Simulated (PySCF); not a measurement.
# Computed properties of B(Me)(OMe)(NH2) (C2H8BNO), SMILES NB(C)OC

C₂H₈BNO, SMILES COB(C)N. Geometry: B3LYP-D3(BJ)/def2-SVP. This is a generated structure with no PubChem entry under its InChIKey; it may be hypothetical. Other conformers were not sampled. All values are computed for the isolated molecule unless a solvent is named; none is compared with measurement here.

**Structure.** The optimised structure has Cs symmetry. All 33 harmonic modes at B3LYP-D3(BJ)/def2-SVP (PySCF) are real, so it is a minimum. With heavy atoms numbered as in [B:1]([CH3:2])([O:6][CH3:7])[NH2:11], the shortest bond between them is B1–O6 at 1.377 Å and the longest B1–C2 at 1.581 Å.

**Vibrations.** The strongest infrared lines (harmonic, unscaled, degenerate partners summed) lie at 1380 cm⁻¹ (410 km/mol, B 40 %, H 29 %, O 16 %, C 14 %), 1599 cm⁻¹ (186 km/mol, H 71 %, N 19 %, B 10 %), 418 cm⁻¹ (138 km/mol, H 84 %, N 12 %). The softest mode is at 69 cm⁻¹ and the zero-point energy is 69.2 kcal/mol.

**Electronic structure.** CAM-B3LYP/def2-TZVP (PySCF) places the frontier levels at -9.08 and 1.51 eV, a gap of 10.59 eV, and gives a dipole moment of 2.22 D and a mean polarisability of 50.4 bohr³. PBE/def2-TZVP (PySCF) at the same geometry gives -6.16 and 0.02 eV, so its gap is 4.41 eV narrower. An orbital gap is neither the optical nor the fundamental gap.

**Excitations.** TDDFT-ωB97X/def2-SVPD (PySCF) has S1 at 7.31 eV (170 nm, f = 0.052, bright); the most intense of the 10 singlets computed lies at 8.88 eV (f = 0.14). T1 (TDA) is at 7.19 eV. TDDFT-PBE/def2-SVPD (PySCF) puts S1 at 5.93 eV. No vertical singlet excitation falls in the visible range (under 3.1 eV).

**NMR.** GIAO shifts at HF/pcSseg-1 (PySCF) (non-relativistic, atoms alike by connectivity averaged): ¹³C from 3.7 to 49.1 ppm against TMS; ¹H from 0.5 to 3.6 ppm against TMS; ¹¹B at 21.9 ppm against BF3.
